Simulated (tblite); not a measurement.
Run record: tight-binding relaxation, `F[C@]1(C#CC)CC[BH][GeH2]1`.

Computed with GFN2-xTB geometry optimisation, gas phase (tblite 0.8.0). Start geometry: from a force field or distance geometry. A driver script takes a list of jobs; this job's settings line and coordinates (Å) are shown.

Command:
```bash
OMP_NUM_THREADS=1 python probes_run.py task.json out
```

Input:
```
{"job": {"kind": "relax", "xc": "GFN2-xTB", "basis": "xTB"}, "charge": 0, "multiplicity": 1}
C      3.794000     0.031000    -0.478500
C      2.328900    -0.141200    -0.480600
C      1.146400    -0.296500    -0.461700
C     -0.319800    -0.463700    -0.465600
F     -0.661600    -1.492700    -1.320100
C     -0.841600    -0.796100     0.953000
C     -2.346000    -0.515800     1.054300
B     -2.665200     0.820600     0.265900
Ge    -1.189300     1.159000    -1.019800
H      4.236400    -0.660700    -1.210000
H      4.024200     1.078400    -0.757800
H      4.185700    -0.185800     0.534400
H     -0.318400    -0.156200     1.714400
H     -0.623600    -1.858200     1.206900
H     -2.647300    -0.403500     2.124800
H     -2.921500    -1.353500     0.614700
H     -3.152400     1.730400     0.841600
H     -0.392300     2.422500    -0.627700
H     -1.646300     1.091400    -2.495700
```

Task: What does the run print?

Result: 
```
step      E/eV     max force
  0    -699.99243    2.444
  1    -700.13086    4.158
  2    -700.26703    1.792
  3    -700.32485    0.666
  4    -700.37908    0.706
  5    -700.43510    1.095
  6    -700.47778    0.773
  7    -700.50796    0.405
  8    -700.52865    0.359
  9    -700.54823    0.542
... (73 lines left out)
 83    -700.66460    0.026
 84    -700.66468    0.021
 85    -700.66474    0.016
 86    -700.66479    0.016
 87    -700.66483    0.016
 88    -700.66488    0.015
 89    -700.66493    0.011
 90    -700.66496    0.013
 91    -700.66499    0.012
 92    -700.66501    0.009
```

«max force» is the largest atomic force in eV/Å.

Task: From which step on does the largest force stay under 0.1 eV/Å, and how much energy is left to gain from there?

Result: From step 52 (0.080 eV/Å), 11.0 meV above the end.

Main results: energy lowered by 15.5 kcal/mol over 92 steps; largest atomic force 0.009 eV/Å at the end.

On one thread of an Arm Neoverse V1, shared host, this took 0.75 s of wall time.
Labels such as C1 count atoms from 1, the log's own numbers from 0.
